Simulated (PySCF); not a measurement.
SMILES [MgH][SeH], singlet, PBE0/def2-SVP optimised geometry.

```
4

Mg     0.38     0.70     0.00
H      2.07     0.70     0.00
Se    -2.06     0.73     0.00
H     -2.07    -0.73     0.23
```

Density from PBE0/def2-TZVP run with PySCF at that geometry.

Minimum of the electron density along straight lines between bonded atoms, close to the bond critical point (lines longer than 1.1 times the sum of covalent radii, or with two minima, are not listed):

```json
[
 {"bond": "Mg1–H2", "length / Å": "1.694", "ρ at the minimum / e bohr⁻³": "?", "∇²ρ there / e bohr⁻⁵": "0.22", "position (fraction from the first atom)": "0.52"},
 {"bond": "Mg1–Se3", "length / Å": "2.441", "ρ at the minimum / e bohr⁻³": "?", "∇²ρ there / e bohr⁻⁵": "0.16", "position (fraction from the first atom)": "0.37"},
 {"bond": "Se3–H4", "length / Å": "1.474", "ρ at the minimum / e bohr⁻³": "0.169", "∇²ρ there / e bohr⁻⁵": "?", "position (fraction from the first atom)": "0.63"}
]
```

Some entries are withheld; supply them.


- Mg1–H2, ρ at the minimum / e bohr⁻³: 0.056
- Mg1–Se3, ρ at the minimum / e bohr⁻³: 0.043
- Se3–H4, ∇²ρ there / e bohr⁻⁵: -0.27
